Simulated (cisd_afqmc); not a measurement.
System: SbH2Cl, charge 0, singlet. SbH2Cl (SMILES [Cl][SbH2]).
B3LYP-D3(BJ)/def2-TZVP minimum from Ansatz:
```xyz
4

Sb    -0.3364    -0.3344     0.3269
H     -0.0093    -1.7158    -0.6417
H     -1.7206     0.0182    -0.6288
Cl     1.1110     1.1032    -0.9059
```

Phaseless AFQMC (cisd_afqmc on Ansatz's integrals) in def2-TZVPP, frozen core: how the trial state and the time step act. The spread is the standard deviation of the local energy over walkers; bars are one sigma, widened where a walk drifts.

```tsv
trial	step (1/Eh)	walkers x blocks averaged	spread (Eh)	energy (Eh)
CISD	0.005	41900	0.038	-700.3263 ± 0.0004
CISD	0.0025	52700	0.037	-700.3268 ± 0.0004
HF	0.005	134900	0.172	-700.3262 ± 0.0013
```

CCSDT(Q) in the same basis (Ansatz) gives -700.3265 Eh.
